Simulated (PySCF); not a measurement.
## Electron attachment to `[NH]=[Fe](=[O])(=[O])=[O]` (FeHNO3)

Parent: `[NH]=[Fe](=[O])(=[O])=[O]` (FeHNO3). Coordinates in Å; atoms count from 1 in this order:
```
Fe    0.0649    0.3926    0.1010
O     0.2083    0.1140    1.6742
O     1.5404    0.4703   -0.5223
O    -0.7732    1.7077   -0.1877
N    -0.7561   -0.8778   -0.6115
H    -0.2852   -1.8051   -0.4961
```

Computed at ωB97X-D3(BJ)/ma-def2-SVP // BP86-D3(BJ)/ma-def2-SVP with PySCF (density fitting, grid level 2). Thermal corrections: GFN2-xTB frequencies, unscaled, ideal gas at 298.15 K and 1 bar, quasi-RRHO entropy. These were taken at the GFN2-xTB minima.

Frontier levels of the parent: HOMO -11.29 eV, LUMO -4.42 eV.

Reduction to the radical anion:
```
Vertical electron affinity (electronic)              : 5.53 eV
Adiabatic electron affinity (with zero-point energy) : 5.79 eV
Adiabatic, electronic part                           : 5.71 eV
Vertical gap at the product's structure              : 6.28 eV
Inner reorganisation energy (four-point)             : 753 meV
Relaxation of product / of parent                    : 189 / 564 meV
⟨S²⟩ of the product                                  : 1.721
Largest spin populations                             : Fe1 1.25, N5 -1.09, O3 0.29, O4 0.29
Largest changes of atomic charge                     : O4 -0.32, O2 -0.25, O3 -0.24, N5 -0.14
Distances that move most (Å)                         : Fe1–N5 1.672 → 1.756; Fe1–O4 1.586 → 1.629; Fe1–O3 1.604 → 1.630; Fe1–O2 1.604 → 1.629
```

Known limits: ma-def2-SVP is a small basis, whose errors can reach tens of kJ/mol; spin-orbit coupling is left out of the energies, which matters for open shells on the heavier atoms; the product is spin contaminated.

Run with `OMP_NUM_THREADS=1 python redox_run.py task.json out` on 1 thread of Arm Neoverse V1, a shared host. Structures, frequencies and single points: 9.9 min of wall time.
